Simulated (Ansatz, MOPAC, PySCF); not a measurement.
Complex: boric acid (SMILES OB(O)O) (first 7 atoms) with H2O (SMILES O); geometry from B3LYP-D3(BJ)/def2-TZVP, rigid monomers moved along the line of their centres of mass till H6···O8 is 2.32 Å.
(charge 0, multiplicity 1):
| atom | x (Å) | y (Å) | z (Å) |
|---|---|---|---|
| O | 0.4881 | -0.2524 | -1.4022 |
| B | 0.2130 | -0.1365 | -0.0667 |
| O | 0.6055 | 1.0068 | 0.5968 |
| O | -0.4435 | -1.1790 | 0.5308 |
| H | 0.9491 | 0.5224 | -1.7363 |
| H | 0.3681 | 0.9967 | 1.5325 |
| H | -0.6013 | -1.0236 | 1.4697 |
| O | -0.5369 | 0.1397 | 3.4897 |
| H | -1.3406 | 0.4964 | 3.8838 |
| H | 0.0126 | -0.1648 | 4.2203 |

Counterpoise-corrected where a basis set is named; no monomer relaxation. Rows marked so take none.

Rows in 6-31G* carry no dispersion term and start afresh at each structure (6-31G* with six Cartesian d functions). The state that AM1 reach isn't checked.

Run with Ansatz (a quantum-chemistry and plane-wave program); MOPAC for AM1 (differences of heats of formation); PySCF for 6-31G* rows, the dispersion terms. Values without a source in brackets are computed.

Question: One of these levels gives -475.2 meV for the interaction energy. Name it.
(A) AM1
(B) PBE/def2-TZVPPD
(C) B3LYP/6-31G* (no counterpoise)
(D) PBE-D3(BJ)/def2-TZVPPD

Answer: C, B3LYP/6-31G* (no counterpoise). The others give -255.3 (AM1), -325.4 (PBE/def2-TZVPPD), -354.5 (PBE-D3(BJ)/def2-TZVPPD)
